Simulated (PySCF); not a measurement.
A GIAO shielding run with PySCF 2.14 (density fitting, non-relativistic, gas phase) on SMILES C#CC[C@](F)([SiH2]C)C(C)=O, C7H11FOSi:

```
$ OMP_NUM_THREADS=1 python probes_run.py task.json out

{"job": {"kind": "nmr", "xc": "PBE0", "basis": "pcSseg-1"}, "charge": 0, "multiplicity": 1}
C      1.532415    -1.802039    -2.462368
C      0.820845    -0.922255    -2.071911
C     -0.028019     0.154320    -1.611438
C      0.289562     0.618211    -0.187074
F      1.442890     1.404944    -0.209563
Si     0.636030    -0.854837     1.042831
C     -0.783754    -2.089850     0.879572
C     -0.852664     1.397564     0.389447
C     -0.486462     2.646259     1.138705
O     -1.990305     0.990430     0.290881
H      2.149007    -2.573964    -2.814596
H     -1.072875    -0.168301    -1.624644
H      0.082029     1.006947    -2.290742
H      1.951065    -1.372586     0.673629
H      0.689526    -0.246655     2.379050
H     -0.722682    -2.857865     1.643382
H     -0.769474    -2.582837    -0.088763
H     -1.742467    -1.587806     0.984184
H     -0.053551     3.364345     0.443791
H     -1.369465     3.072593     1.607150
H      0.269430     2.420325     1.888006
```

Hardware: 1 thread of an Arm Neoverse N1, shared host. The job also computes population analyses, field gradients.

**Question.** How large is the calculation?

**Answer.** 84 electrons, 232 basis functions and 1222 auxiliary functions.

**Question.** How long does it take, and how much memory does it need?

**Answer.** 100 s of wall time, with 16 SCF cycles and 5 response iterations; peak memory 1.1 GiB. Times on a shared host scatter by some tens of per cent.
